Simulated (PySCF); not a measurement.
Molecule: `[BH3-][O+](C)C`, C2H9BO.

Molfile (atoms numbered from 1):
```
C2H9BO
     RDKit          3D

 13 12  0  0  0  0  0  0  0  0999 V2000
    1.3864   -0.6178   -0.2006 B   0  0  0  0  0  0  0  0  0  0  0  0
   -0.1137    0.0086   -0.3927 O   0  0  0  0  0  0  0  0  0  0  0  0
   -1.1488   -0.7897    0.1641 C   0  0  0  0  0  0  0  0  0  0  0  0
   -0.2096    1.3860   -0.0570 C   0  0  0  0  0  0  0  0  0  0  0  0
    1.5804   -0.5648    1.0099 H   0  0  0  0  0  0  0  0  0  0  0  0
    2.0917    0.1286   -0.8576 H   0  0  0  0  0  0  0  0  0  0  0  0
    1.2812   -1.7483   -0.6449 H   0  0  0  0  0  0  0  0  0  0  0  0
   -2.1221   -0.3766   -0.1382 H   0  0  0  0  0  0  0  0  0  0  0  0
   -1.0196   -1.8002   -0.2369 H   0  0  0  0  0  0  0  0  0  0  0  0
   -1.0623   -0.8127    1.2626 H   0  0  0  0  0  0  0  0  0  0  0  0
   -0.0637    1.5246    1.0265 H   0  0  0  0  0  0  0  0  0  0  0  0
   -1.1954    1.7627   -0.3660 H   0  0  0  0  0  0  0  0  0  0  0  0
    0.5867    1.9007   -0.6046 H   0  0  0  0  0  0  0  0  0  0  0  0
  1  2  1  0
  2  3  1  0
  2  4  1  0
  1  5  1  0
  1  6  1  0
  1  7  1  0
  3  8  1  0
  3  9  1  0
  3 10  1  0
  4 11  1  0
  4 12  1  0
  4 13  1  0
M  CHG  2   1  -1   2   1
M  END
```

Geometry PBE0-D3(BJ)/def2-SVP throughout; GIAO in PySCF 2.14, gas phase, one conformer, non-relativistic; equivalent atoms averaged; functional PBE0.

Q: How do the shifts δ (against BF3·OEt2, H2O, TMS at the same level) depend on the basis set? (ppm; last column core-seconds on shared hosts with different chips, so compare them loosely)

A: 
```
    basis set  functions   B1     O2  C3/C4  H8/H9/H10/H11/H12/H13  H5/H6/H7  core-s
       STO-3G         29  9.8  -51.9   58.9                   2.64      1.81     1.4
        6-31G         54  1.2  -10.4   64.8                   3.63      3.84     2.8
     pcSseg-0         54  3.6  -10.4   71.7                   3.68      4.04     2.9
       6-31G*         74  2.1   -2.7   63.5                   3.41      3.31     3.6
     def2-SVP        101  1.0   11.5   64.0                   3.24      3.08     4.7
      cc-pVDZ        101  2.9   15.2   65.3                   3.33      3.13     5.6
     pcSseg-1        113  1.6   10.5   67.9                   3.38      3.07       6
6-311+G(2d,p)        162  0.8    6.0   66.9                   3.45      3.19     9.6
  aug-cc-pVDZ        173  2.3    6.6   64.3                   3.53      3.24      12
    def2-TZVP        178  1.2   12.5   68.1                   3.42      3.17      12
     IGLO-III        230  2.7    6.8   69.3                   3.47      3.11      17
      cc-pVTZ        246  0.7   12.2   67.3                   3.44      3.04      19
     pcSseg-2        270  2.2    7.3   70.1                   3.45      3.04      30
```

Q: Which nucleus moves most, in ppm?

A: O2 (donor oxygen of a Lewis adduct): from -51.9 ppm with STO-3G to 15.2 ppm with cc-pVDZ. The smallest spread is 1.04 ppm, at H8/H9/H10/H11/H12/H13. Proton shifts span only some 12 ppm, so a few tenths of a ppm matter as much there as several ppm in carbon.

Q: Taking the largest basis, pcSseg-2 (270 functions), as the yardstick, rank the others by their worst heavy-atom deviation.

A: IGLO-III 0.7 ppm (230 functions), 6-311+G(2d,p) 3.2 ppm (162 functions), pcSseg-1 3.2 ppm (113 functions), cc-pVTZ 4.9 ppm (246 functions), def2-TZVP 5.2 ppm (178 functions), aug-cc-pVDZ 5.8 ppm (173 functions), def2-SVP 6.1 ppm (101 functions), cc-pVDZ 8.0 ppm (101 functions), 6-31G* 10.0 ppm (74 functions), pcSseg-0 17.6 ppm (54 functions), 6-31G 17.7 ppm (54 functions), STO-3G 59.2 ppm (29 functions).

A small basis that lands close on one nucleus may do so by chance; judge by the trend and by all nuclei.
